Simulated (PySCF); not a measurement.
A calculated (PBEsol, PySCF 2.14, aug-cc-pCVTZ, no relativity, point nucleus) atom or ion has these occupied shells.

| shell | electrons | orbital energy (eV) | rms radius, mean of both spins (bohr) |
| --- | --- | --- | --- |
| 1s α | 1 | -1255.9 | 0.152 |
| 1s β | 1 | -1255.8 | 0.152 |
| 2s α | 1 | -80.978 | 0.768 |
| 2s β | 1 | -80.821 | 0.768 |
| 2p α | 3 | -48.265 | 0.781 |
| 2p β | 3 | -48.083 | 0.781 |
| 3s α | 1 | -5.984 | 3.25 |
| 3p α | 1 | -2.434 | 4.44 |

Name the element and its charge.

Mg (magnesium, neutral), in [Ne] 3s1 3p1, high-spin 3P determinant (an excited configuration).
